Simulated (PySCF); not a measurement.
From one molecule to another.

First species: C4H7NOSi.
Bonds: C1–C2 (double), C2–C3, C3–O4, O4–Si5, Si5–C6, C6–N7 (triple). Hydrogens: H8, H9 on C1; H10 on C2; H11, H12 on C3; H13, H14 on Si5.

Second species: C4H7NOSi.
Structure used (GFN2-xTB), in Å, numbered top down from 1:
```xyz
14
C4H7NOSi angstrom
C      2.116    0.063   -0.024
Si     0.497   -0.902   -0.102
O     -0.398   -0.677   -1.478
C     -1.538   -0.072   -0.864
C     -1.092   -0.043    0.605
C     -0.928    1.264    1.131
N     -0.756    2.326    1.528
H      1.947    1.135   -0.078
H      2.646   -0.146    0.898
H      2.764   -0.217   -0.849
H      0.569   -2.312    0.276
H     -2.417   -0.694   -1.038
H     -1.698    0.917   -1.296
H     -1.713   -0.641    1.268
```

Levels: CAM-B3LYP/def2-SVPD for dipole moment, HOMO energy, LUMO energy, HOMO–LUMO gap, static isotropic polarisability and electronic spatial extent ⟨r²⟩ about the centre of nuclear charge; TDDFT CAM-B3LYP/def2-SVPD for lowest singlet excitation; TDA CAM-B3LYP/def2-SVPD for lowest triplet excitation (Tamm–Dancoff); GFN2-xTB for rotational constant A and rotational constant C. Geometries: GFN2-xTB. Each structure is a single optimised conformer of the isolated species, non-relativistic unless stated. Electronic properties by PySCF.

The conformers computed, where there is a choice (atom-mapped SMILES and torsion angles):
- `[CH2:1]=[CH:2][CH2:3][O:4][SiH2:5][C:6]#[N:7]`: C1–C2–C3–O4 -1°, C2–C3–O4–Si5 157°, C3–O4–Si5–C6 62°

```
                                                         property    column X   column Y
                                                    dipole moment      3.41 D     3.44 D
                                                      HOMO energy    -9.17 eV   -9.66 eV
                                                      LUMO energy     0.05 eV    0.55 eV
                                                    HOMO–LUMO gap     9.22 eV   10.21 eV
                                        lowest singlet excitation     6.76 eV    6.77 eV
                         lowest triplet excitation (Tamm–Dancoff)     4.53 eV    6.14 eV
                                  static isotropic polarisability     78.2 au    74.7 au
electronic spatial extent ⟨r²⟩ about the centre of nuclear charge  1273 bohr²  890 bohr²
                                            rotational constant A   5.992 GHz  3.080 GHz
                                            rotational constant C   0.881 GHz  1.413 GHz
```

(1) Which column belongs to which species?

(2) How does each property change from the first species to the second?

## Answers

(1) Column X is the first species and column Y the second. The first has 14 atoms and 60 electrons, the second 14 and 60.

(2) dipole moment +0.03 D; HOMO energy -0.49 eV; LUMO energy +0.50 eV; HOMO–LUMO gap +0.99 eV; lowest singlet excitation +0.01 eV; lowest triplet excitation (Tamm–Dancoff) +1.61 eV; static isotropic polarisability -3.5 au; electronic spatial extent ⟨r²⟩ about the centre of nuclear charge -383 bohr²; rotational constant A -2.912 GHz; rotational constant C +0.532 GHz.

On the first: The polarisability is 11.58 Å³ as a volume (1 au = 0.148185 Å³), or 1.30 au for each of the 60 electrons. In wavenumbers S1 is 54600 cm⁻¹ (1 eV = 8065.54 cm⁻¹).

On the second: The dipole equals about 11.5 × 10⁻³⁰ C·m (1 D = 3.33564 × 10⁻³⁰ C·m).
